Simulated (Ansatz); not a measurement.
Species: H₇NSi₂, SMILES `[SiH3]N[SiH3]` (charge 0, multiplicity 1).

Task: Give a relaxed geometry from PBE0-D3(BJ)/def2-TZVPD (Ansatz, a program for electronic structure).

Result: the end point of this relaxation (outside a Z-matrix the atoms follow the SMILES, hydrogens last).
Z-matrix (Å, degrees):
```
N
H 1 1.0111
Si 1 1.7260 2 115.55
Si 1 1.7260 2 115.55 3 -176.38
H 4 1.4837 1 107.30 2 -173.21
H 3 1.4837 1 107.30 2 173.21
H 3 1.4883 6 109.89 1 120.55
H 4 1.4883 5 109.89 1 -120.55
H 3 1.4898 6 108.99 7 117.29
H 4 1.4898 5 108.99 8 -117.29
```
